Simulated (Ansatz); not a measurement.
Wavefunction ladder for C9H22Sn, SMILES `C[CH](C)[SnH]([CH](C)C)[CH](C)C`

```xyz
32

C    -0.6992   -1.6392   -2.5475
C     0.3608   -0.9582   -1.6940
C     1.2456   -1.9743   -0.9847
Sn   -0.5222    0.4313   -0.2742
C    -1.0362   -0.5927    1.5689
C    -2.0788   -1.6755    1.3329
C    -1.4900    0.4002    2.6287
C     0.8574    2.0529    0.1511
C     2.1043    1.5414    0.8582
C     1.2060    2.8255   -1.1121
H    -0.2378   -2.3089   -3.2840
H    -1.3747   -2.2497   -1.9401
H    -1.3140   -0.9196   -3.0934
H     0.9897   -0.3410   -2.3454
H     2.0465   -1.5018   -0.4100
H     0.6694   -2.5947   -0.2912
H     1.7165   -2.6539   -1.7057
H    -1.9683    1.0872   -0.9522
H    -0.1067   -1.0662    1.9049
H    -1.7384   -2.4314    0.6202
H    -3.0115   -1.2550    0.9442
H    -2.3246   -2.1947    2.2677
H    -2.3968    0.9295    2.3190
H    -1.7233   -0.1102    3.5715
H    -0.7279    1.1538    2.8451
H     0.3151    2.7189    0.8315
H     1.8696    1.0093    1.7843
H     2.7771    2.3683    1.1169
H     2.6740    0.8571    0.2212
H     1.8783    3.6632   -0.8886
H     1.7203    2.1912   -1.8415
H     0.3197    3.2372   -1.6019
```

Total charge 0; spin multiplicity 1. Correlated methods include outer-core shells of Sn, which these sets cover unevenly. Sn: def2 effective core potential. Geometry: relaxed with PBE0-D4/def2-TZVP. It is one conformer, not always the lowest. Frozen core, restricted reference, the Gaussian-basis code of Ansatz.

| basis | HF (Eh) | MP2 corr. | CCSD corr. | (T) | CCSD(T) total |
| --- | --- | --- | --- | --- | --- |
| def2-SVP | ? | ? | -1.57417 | -0.04960 | ? |
| def2-TZVPP | -567.07216 | -1.94958 | ? | ? | ? |
| def2-QZVPP | -567.09053 | -2.26108 | – | – | – |

(1) Fill in the withheld values. (Estimate.)

Answers

(1) Computed: def2-SVP HF (Eh): -566.67999; def2-SVP MP2 corr.: -1.43900; def2-SVP CCSD(T) total: -568.30376; def2-TZVPP CCSD corr.: -2.04613; def2-TZVPP (T): -0.08025; def2-TZVPP CCSD(T) total: -569.19854.
